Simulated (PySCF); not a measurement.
PySCF input for CdGeH₅N, SMILES [NH2][Cd][GeH3], TDDFT-PBE/def2-SVPD. Coordinates come from a B3LYP-D3(BJ)/def2-SVP optimisation. The structure was generated by enumeration; whether it is a known compound was not checked. The def2 effective core potentials stand for the cores of Cd; spin–orbit coupling is left out. Other conformers were not sampled.

```python
import numpy as np
from pyscf import gto, scf, dft, tdscf

mol = gto.M(
    atom='''
    Cd    0.00219956    0.65855339   -0.40920705
    N     0.19214096    2.40190583   -1.44160824
    H    -0.36047662    3.18732676   -1.09545675
    H     0.02315447    2.34513197   -2.44675105
    Ge   -0.03102778   -1.49926693    0.92470181
    H     0.87085056   -2.58625126    0.29220014
    H     0.46382027   -1.29637542    2.37668408
    H    -1.45502524   -2.09719346    1.01606186
    ''',
    basis='def2-SVPD',
    ecp={'Cd': 'def2-svp'},
    charge=0,
    spin=0,
    max_memory=1600,
    verbose=4,
)
mf = dft.RKS(mol, xc='pbe').density_fit(auxbasis='def2-universal-jkfit')
mf.grids.level = 3
mf.conv_tol = 1e-9
mf.max_cycle = 100
mf.kernel()
mf.grids = dft.Grids(mol).set(level=1).build(with_non0tab=True)  # coarser grid for the response kernel
td = tdscf.TDDFT(mf)
td.singlet = True
td.nstates = 10
td.conv_tol = 1e-4
td.positive_eig_threshold = 1e-6
td.kernel(x0=td.get_init_guess(mf, 15))
td.analyze()
tt = tdscf.TDA(mf)
tt.singlet = False
tt.nstates = 4
tt.conv_tol = 1e-4
tt.positive_eig_threshold = 1e-6
tt.kernel(x0=tt.get_init_guess(mf, 9))
tt.analyze(verbose=3)
```

Log of the run:

```
PySCF version 2.14.0

[INPUT] verbose = 4
[INPUT] num. atoms = 8
[INPUT] num. electrons = 64
[INPUT] charge = 0
[INPUT] spin (= nelec alpha-beta = 2S) = 0
[INPUT] symmetry False subgroup None
[INPUT] Mole.unit = angstrom
[INPUT] Symbol           X                Y                Z      unit          X                Y                Z       unit  Magmom
[INPUT]  1 Cd     0.002199560000   0.658553390000  -0.409207050000 AA    0.004156565995   1.244485545504  -0.773289252741 Bohr   0.0
[INPUT]  2 N      0.192140960000   2.401905830000  -1.441608240000 AA    0.363093791711   4.538944195696  -2.724244752516 Bohr   0.0
[INPUT]  3 H     -0.360476620000   3.187326760000  -1.095456750000 AA   -0.681202086109   6.023174645897  -2.070113238806 Bohr   0.0
[INPUT]  4 H      0.023154470000   2.345131970000  -2.446751050000 AA    0.043755606859   4.431657149262  -4.623689379492 Bohr   0.0
[INPUT]  5 Ge    -0.031027780000  -1.499266930000   0.924701810000 AA   -0.058634006453  -2.833203885317   1.747433167790 Bohr   0.0
[INPUT]  6 H      0.870850560000  -2.586251260000   0.292200140000 AA    1.645669053824  -4.887306570711   0.552178238160 Bohr   0.0
[INPUT]  7 H      0.463820270000  -1.296375420000   2.376684080000 AA    0.876493281322  -2.449794498418   4.491281995814 Bohr   0.0
[INPUT]  8 H     -1.455025240000  -2.097193460000   1.016061860000 AA   -2.749599207930  -3.963121269629   1.920078641016 Bohr   0.0

nuclear repulsion = 263.394630060817
number of shells = 54
number of NR pGTOs = 220
number of NR cGTOs = 132
basis = def2-SVPD
ecp = {'Cd': 'def2-svp'}


******** <class 'pyscf.df.df_jk.DFRKS'> ********
method = DFRKS
initial guess = minao
damping factor = 0
level_shift factor = 0
DIIS = <class 'pyscf.scf.diis.CDIIS'>
diis_start_cycle = 1
diis_space = 8
diis_damp = 0
SCF conv_tol = 1e-09
SCF conv_tol_grad = None
SCF max_cycles = 100
direct_scf = False
XC library pyscf.dft.libxc version 7.1.2
    S. Lehtola, C. Steigemann, M. J. T. Oliveira, and M. A. L. Marques,  SoftwareX 7, 1–5 (2018)
XC functionals = pbe
    J. P. Perdew, K. Burke, and M. Ernzerhof,  Phys. Rev. Lett. 77, 3865 (1996)
    J. P. Perdew, K. Burke, and M. Ernzerhof,  Phys. Rev. Lett. 78, 1396 (1997)
    J. P. Perdew, K. Burke, and M. Ernzerhof,  Phys. Rev. Lett. 77, 3865 (1996)
    J. P. Perdew, K. Burke, and M. Ernzerhof,  Phys. Rev. Lett. 78, 1396 (1997)
radial grids:
    Treutler-Ahlrichs [JCP 102, 346 (1995); DOI:10.1063/1.469408] (M4) radial grids

becke partition: Becke, JCP 88, 2547 (1988); DOI:10.1063/1.454033
pruning grids: <function nwchem_prune>
grids dens level: 3
symmetrized grids: False
atomic radii adjust function: <function treutler_atomic_radii_adjust>
small_rho_cutoff = 0
Set gradient conv threshold to 3.16228e-05
Initial guess from minao.
tot grids = 105976
init E= -2287.17241247194
  HOMO = -0.602426748911313  LUMO = -0.549791898484274  gap/eV = 1.43227
cycle= 1 E= -2299.33588799837  delta_E= -12.2  |g|=  2.9  |ddm|=  7.1
  HOMO = 0.0271922434419856  LUMO = 0.0319831780833328  gap/eV = 0.13037
cycle= 2 E= -2241.78373504532  delta_E= 57.6  |g|= 7.83  |ddm|= 46.1
  HOMO = -0.212790290404705  LUMO = -0.182917223479795  gap/eV = 0.81289
cycle= 3 E= -2300.44170713698  delta_E= -58.7  |g|= 1.93  |ddm|= 45.8
  HOMO = -0.146418057921959  LUMO = -0.132147511946254  gap/eV = 0.38832
cycle= 4 E= -2299.51253119091  delta_E= 0.929  |g|= 2.55  |ddm|= 3.82
  HOMO = -0.243151036848744  LUMO = -0.0683758605642645  gap/eV = 4.75587
cycle= 5 E= -2301.58403456265  delta_E= -2.07  |g|= 0.931  |ddm|= 3.94
  HOMO = -0.212171884181749  LUMO = -0.0626091429785916  gap/eV = 4.06981
cycle= 6 E= -2301.74194149129  delta_E= -0.158  |g|= 0.391  |ddm|=  1.8
  HOMO = -0.210448752026331  LUMO = -0.0609101510407591  gap/eV = 4.06915
cycle= 7 E= -2301.79927153653  delta_E= -0.0573  |g|= 0.114  |ddm|= 0.781
  HOMO = -0.195018293398841  LUMO = -0.0531424507807317  gap/eV = 3.86064
cycle= 8 E= -2301.80202850946  delta_E= -0.00276  |g|= 0.0591  |ddm|= 0.233
  HOMO = -0.196167241005341  LUMO = -0.0544150677059937  gap/eV = 3.85727
cycle= 9 E= -2301.80255058009  delta_E= -0.000522  |g|= 0.0103  |ddm|= 0.0565
  HOMO = -0.196602920432364  LUMO = -0.0545662668053591  gap/eV = 3.86501
cycle= 10 E= -2301.80258045035  delta_E= -2.99e-05  |g|= 0.0017  |ddm|= 0.0175
  HOMO = -0.196663644703553  LUMO = -0.0546538905463831  gap/eV = 3.86428
cycle= 11 E= -2301.80258125358  delta_E= -8.03e-07  |g|= 0.000418  |ddm|= 0.00304
  HOMO = -0.196656749206004  LUMO = -0.0546416811508992  gap/eV = 3.86443
cycle= 12 E= -2301.80258129504  delta_E= -4.15e-08  |g|= 0.000187  |ddm|= 0.000817
  HOMO = -0.196644083943882  LUMO = -0.05464258996473  gap/eV = 3.86406
cycle= 13 E= -2301.80258130435  delta_E= -9.31e-09  |g|= 3.12e-05  |ddm|= 0.000255
  HOMO = -0.19664000024708  LUMO = -0.0546411304949634  gap/eV = 3.86399
cycle= 14 E= -2301.80258130457  delta_E= -2.28e-10  |g|= 1.75e-05  |ddm|= 7.05e-05
  HOMO = -0.196643728561716  LUMO = -0.0546425671578491  gap/eV = 3.86405
Extra cycle  E= -2301.8025813044  delta_E= 1.71e-10  |g|= 3.13e-05  |ddm|= 6.53e-05
converged SCF energy = -2301.8025813044
tot grids = 33104
Overwritten attributes  positive_eig_threshold  of <class 'pyscf.tdscf.rks.CasidaTDDFT'>


******** <class 'pyscf.tdscf.rks.CasidaTDDFT'> for <class 'pyscf.df.df_jk.DFRKS'> ********
nstates = 10 singlet
deg_eia_thresh = 1.000e-03
wfnsym = None
conv_tol = 0.0001
eigh lindep = 1e-12
eigh level_shift = 0
eigh max_cycle = 100


Excitation energies (eV)
[3.90663313 4.14329645 4.56825743 5.48915859 5.53801538 5.68545972
 5.98195216 6.22713501 6.28943854 6.43861073]

** Singlet excitation energies and oscillator strengths **
Excited State   1:      3.90663 eV    317.37 nm  f=0.0001
      32 -> 34       -0.70651
Excited State   2:      4.14330 eV    299.24 nm  f=0.0427
      32 -> 33        0.59662
      32 -> 35       -0.36494
Excited State   3:      4.56826 eV    271.40 nm  f=0.0462
      31 -> 33       -0.10670
      32 -> 33        0.33784
      32 -> 35        0.59543
Excited State   4:      5.48916 eV    225.87 nm  f=0.0433
      28 -> 34       -0.10043
      31 -> 34        0.69163
Excited State   5:      5.53802 eV    223.88 nm  f=0.0092
      32 -> 36       -0.69833
Excited State   6:      5.68546 eV    218.07 nm  f=0.1847
      31 -> 33       -0.57161
      31 -> 35       -0.37012
Excited State   7:      5.98195 eV    207.26 nm  f=0.3650
      31 -> 33       -0.32528
      31 -> 35        0.54823
      32 -> 33       -0.10200
      32 -> 39        0.17400
Excited State   8:      6.22714 eV    199.10 nm  f=0.0007
      32 -> 37        0.70332
Excited State   9:      6.28944 eV    197.13 nm  f=0.0324
      32 -> 38        0.69540
Excited State  10:      6.43861 eV    192.56 nm  f=0.0750
      28 -> 33       -0.10355
      31 -> 35        0.10824
      32 -> 39       -0.66981

** Transition electric dipole moments (AU) **
state          X           Y           Z        Dip. S.      Osc.
  1        -0.0083      0.0198      0.0296      0.0013      0.0001
  2        -0.3687     -0.4935      0.2027      0.4205      0.0427
  3        -0.1609     -0.5479      0.2946      0.4129      0.0462
  4        -0.1294      0.2879      0.4716      0.3220      0.0433
  5        -0.2402      0.0412     -0.0929      0.0680      0.0092
  6        -0.4312      0.8504     -0.6459      1.3263      0.1847
  7         0.4784      1.3336     -0.6950      2.4904      0.3650
  8         0.0337     -0.0117     -0.0567      0.0045      0.0007
  9         0.3904     -0.1449      0.1916      0.2101      0.0324
 10        -0.1362      0.5513     -0.3909      0.4752      0.0750

WARN: ECP detected. Skipping calculation of transition velocity and magnetic dipole moments, which have not yet been implemented.

Overwritten attributes  positive_eig_threshold  of <class 'pyscf.tdscf.rks.TDA'>


******** <class 'pyscf.tdscf.rks.TDA'> for <class 'pyscf.df.df_jk.DFRKS'> ********
nstates = 4 triplet
deg_eia_thresh = 1.000e-03
wfnsym = None
conv_tol = 0.0001
eigh lindep = 1e-12
eigh level_shift = 0
eigh max_cycle = 100


Excitation energies (eV)
[3.58411417 3.82774181 4.04026967 4.9075284 ]

** Triplet excitation energies and oscillator strengths **
Excited State   1:      3.58411 eV    345.93 nm  f=0.0000
Excited State   2:      3.82774 eV    323.91 nm  f=0.0000
Excited State   3:      4.04027 eV    306.87 nm  f=0.0000
Excited State   4:      4.90753 eV    252.64 nm  f=0.0000
```

Self-consistency was reached.
